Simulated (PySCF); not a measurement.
How methods differ on the ionisation energy of Sr

Sr [Kr] 5s2 (1S) → Sr⁺ [Kr] 5s1 (2S), as a difference of total energies. All numbers are calculated (PySCF 2.14, a scalar-relativistic core potential, in def2-TZVP with the def2 core potential (28 electrons) (6s4p3d, 33 functions)). Correlated levels: valence: 4s2 4p6 frozen. The calculations carry no spin-orbit coupling.

```tsv
method	ionisation energy (eV)	error (eV)
UHF	4.744	-0.951
PBE	5.705	+0.010
MN15	6.034	+0.339
MP2 (valence)	5.217	-0.478
SCS-MP2 (valence)	5.312	-0.383
CCSD (valence)	5.443	-0.252
```

Reference: 5.695 eV (measured; NIST Atomic Spectra Database, ionization energies).

Errors of the correlated levels include the incompleteness of this basis and the frozen core.

With two correlated electrons CCSD is exact in that space.
